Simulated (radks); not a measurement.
Task: Species: Eu54+. Configuration: [He] 2s2 2p5. Calculated with a radial shooting solver on a logarithmic mesh with Libxc functionals: Dirac Kohn-Sham, relativistic LDA (MacDonald-Vosko exchange, VWN5 correlation), spin-unpolarised, spherical densities, finite nucleus; open shells fill j = l - 1/2 first; Fermi nuclear charge, rms radius 5.1115 fm. Some entries of the table are withheld. Estimate them.

orbital  occ.  eigenvalue (Ry)  <1/r> (bohr^-1)  <r^2> (bohr^2)
1s1/2       2        -3858.801              (1)       0.0006826
2s1/2       2        -881.7659            17.10         0.01016
2p1/2       2              (2)              (3)        0.007312
2p3/2       3              (4)              (5)        0.008422

Result: 
(1) 1s1/2 <1/r> (bohr^-1): 69.99
(2) 2p1/2 eigenvalue (Ry): -859.5208
(3) 2p1/2 <1/r> (bohr^-1): 17.03
(4) 2p3/2 eigenvalue (Ry): -809.6471
(5) 2p3/2 <1/r> (bohr^-1): 15.15
